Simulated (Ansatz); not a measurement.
Basis-set extrapolation for C3H3F3O, SMILES `O=CCC(F)(F)F` (PBE0-D4/def2-TZVP geometry, frozen core, Ansatz 0.2.0). Multiplicity 1, RHF reference.

```tsv
	def2-TZVPP	def2-QZVPP
HF	-488.745305	-488.766430
MP2 correlation	-1.448527	-1.570892
CCSD(T) correlation	-1.519174	not run
```

Energies in hartree. Use E(X) = E(∞) + A·exp(−7.88·√X) for Hartree–Fock and E(X) = E(∞) + B·X^(−2.97) for correlation, with X = 3 and 4, and add CCSD(T) minus MP2 of the smaller set to the MP2 limit.

Q: What is the CCSD(T) energy at the basis-set limit?

A: HF limit: -488.766430 + (-0.021125) × 0.13774 = -488.76934. MP2 limit: -1.570892 + (-0.122365) × 0.74074 = -1.66153. Higher-order term: -1.519174 − (-1.448527) = -0.07065. Total: -490.50152 hartree, 6.45 eV below CCSD(T)/def2-TZVPP.
